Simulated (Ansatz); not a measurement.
Job for Ansatz (a quantum-chemistry and plane-wave program): R-RI-MP2/aug-cc-pVQZ on GeH4 (SMILES [GeH4]). Files ending in .json are basis or fitting sets from the Basis Set Exchange. The run froze 14 orbitals, filled d shells among them.

Ansatz 0.2 input:
```yaml
crystal:
  periodic: [false, false, false]
  atoms:
    - {symbol: Ge, position_ang: [0.10564829, 0.26755293, 0.49318717]}
    - {symbol: H, position_ang: [0.53967548, 1.70022514, 0.82415899]}
    - {symbol: H, position_ang: [-1.31361809, -0.01192895, 1.00408223]}
    - {symbol: H, position_ang: [1.09898156, -0.75566073, 1.05850432]}
    - {symbol: H, position_ang: [0.09336918, 0.11522221, -1.04620297]}
basis:
  gaussian:
    orbitals: aug-cc-pVQZ
    fitting: {mean_field: def2-universal-JKFIT, correlation: aug-cc-pVQZ-RIFIT.json}
magnetization: {spin_polarized: false}
correlation: {method: mp2, electrons: outside_noble_gas}
scf: {lower_state_search: off}
```

Output:

```
WARN ansatz: RAYON_NUM_THREADS=2 ignored (pool sized by the plan → 2); use --threads N
Functional definition: HF
these checks for a lower state are left out or cut short: stability, starts, cluster_reference, orbital_swaps, neighbouring_geometries, increment
integrals: 0.27 GiB planned
338 factors; integrals over basis functions are off by at most 6.1e0 eV
mean field: 0.46 GiB planned
mean field evaluation 1: about -56537.1400 eV, gradient 9.9e0 eV
mean field evaluation 2: about -56537.6362 eV, gradient 3.2e0 eV
mean field evaluation 4: about -56537.6892 eV, gradient 1.9e-1 eV
mean field evaluation 8: about -56537.6921 eV, gradient 1.2e-6 eV
mean field -56537.69213884 eV, -2077.7218634783 hartree, gradient 1.2e-6 eV, S^2 0.000000; 0 other end points of the search recorded, 0 dependent functions left out
14 core orbitals not correlated
582 factors; their error is unknown
reference -56537.69213884 eV, -2077.7218634783 hartree; 4, 4 occupied and 259, 259 virtual orbitals, 582 factors
second order -4.04758961 eV of doubles, -0.00000000 eV of singles
Total energy: -56541.73972845 eV, -2077.8706096529 hartree
Checks for a lower state left out: stability, starts, cluster_reference, orbital_swaps, neighbouring_geometries, increment
```

Self-consistency was reached.

Cost: very roughly 1.5 core-seconds.
